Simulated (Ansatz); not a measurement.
Single points on the cluster Ti2Te3.

```yaml
crystal:
  periodic: [false, false, false]
  atoms:
    - {symbol: Ti, position_ang: [-0.295554, -1.001009, -0.078518]}
    - {symbol: Ti, position_ang: [-1.476316, 1.101414, 0.063719]}
    - {symbol: Te, position_ang: [2.028621, -1.470357, 0.905753]}
    - {symbol: Te, position_ang: [-0.904948, 0.171404, -2.344824]}
    - {symbol: Te, position_ang: [0.648196, 1.198548, 1.453860]}
basis:
  gaussian: {orbitals: def2-SVP, initial_orbitals: start.molden}
hamiltonian: {xc: pbe0, dispersion: d4}
scf: {omitted_lower_state_checks: [starts]}
output: {orbitals: {seedname: orbitals}}
```

The file start.molden holds the orbitals of an earlier run on this structure, at another level or in another basis.

```sh
$ ansatz run in.yaml --threads 4 --pin off --events-out ev --progress --plain --max-ram 4787MiB
```

Output, abridged:

```
Functional definition: PBE0
1699 factors; integrals over basis functions are off by at most 8.0e-4 eV
mean field evaluation 1: about -68095.5702 eV, gradient 3.7e1 eV
mean field evaluation 2: about -68095.8144 eV, gradient 4.6e-1 eV
mean field evaluation 4: about -68095.9411 eV, gradient 1.4e-2 eV
mean field evaluation 8: about -68095.9411 eV, gradient 2.5e-5 eV
mean field -68095.94113165 eV, -2502.4796795016 hartree, gradient 2.5e-5 eV, S^2 0.000000; 0 other end points of the search recorded, 0 dependent functions left out
reference -68095.94117181 eV, -2502.4796809772 hartree; 58, 58 occupied and 82, 82 virtual orbitals, 1699 factors
Total energy: -68096.28038959 eV, -2502.4921470007 hartree
Checks for a lower state left out: starts
```

Hardware: 4 threads of Intel Xeon 6975P-C on a shared host. Wall time 3.2 s.

As the first input, with `gaussian: {orbitals: def2-TZVP, initial_orbitals: start.molden}` (abridged; 9 s):

```
Functional definition: PBE0
mean field -68102.74196686 eV, -2502.7296055858 hartree, gradient 1.3e-5 eV, S^2 0.000000
Total energy: -68103.08121408 eV, -2502.7420726911 hartree
Checks for a lower state left out: starts
```

As the first input, with `gaussian: {orbitals: def2-TZVP, initial_orbitals: start.molden}`, `hamiltonian: {xc: pbe, dispersion: d4}`, `output: {forces: true, orbitals: {seedname: orbitals}}` (abridged; 3.1 s):

```
Functional definition: PBE
mean field -68101.80426508 eV, -2502.6951456807 hartree, gradient 4.7e-5 eV, S^2 0.000000
Total energy: -68102.19219295 eV, -2502.7094017671 hartree
Atom 0 force     0.043623    -0.127606    -0.024094 eV/Å
Atom 1 force    -0.049879     0.104287     0.004768 eV/Å
Atom 2 force    -0.059893     0.133235     0.034723 eV/Å
Atom 3 force     0.004272     0.011870     0.026688 eV/Å
Atom 4 force     0.061877    -0.121787    -0.042085 eV/Å
Dipole moment:    -0.925075     0.101099     0.217247 e Å
Checks for a lower state left out: starts
```

The first input with `gaussian: {orbitals: def2-TZVP, initial_orbitals: start.molden}`, `hamiltonian: {xc: {name: r2SCANh}, dispersion: d4}` (abridged; 9.5 s):

```
Functional definition: r2SCANh
mean field evaluation 16: about -68118.5915 eV, gradient 4.4e-5 eV
mean field -68118.59153239 eV, -2503.3120663755 hartree, gradient 4.4e-5 eV, S^2 0.000000
Total energy: -68118.67716734 eV, -2503.3152134018 hartree
Checks for a lower state left out: starts
```

Geometry: PBE-D4/def2-SVP.

In the def2 sets Te takes a core potential; there is no spin–orbit coupling. The restricted singlet is unstable towards broken spin symmetry in Hartree–Fock (as tested in another run); at PBE0-D4/def2-SVP, PBE0-D4/def2-TZVP, PBE-D4/def2-TZVP, r2SCANh-D4/def2-TZVP this wasn't settled. Another isomer (singlet) lies 2.30 eV lower at PBE0-D4/def2-TZVP; other spin states weren't run for this one.
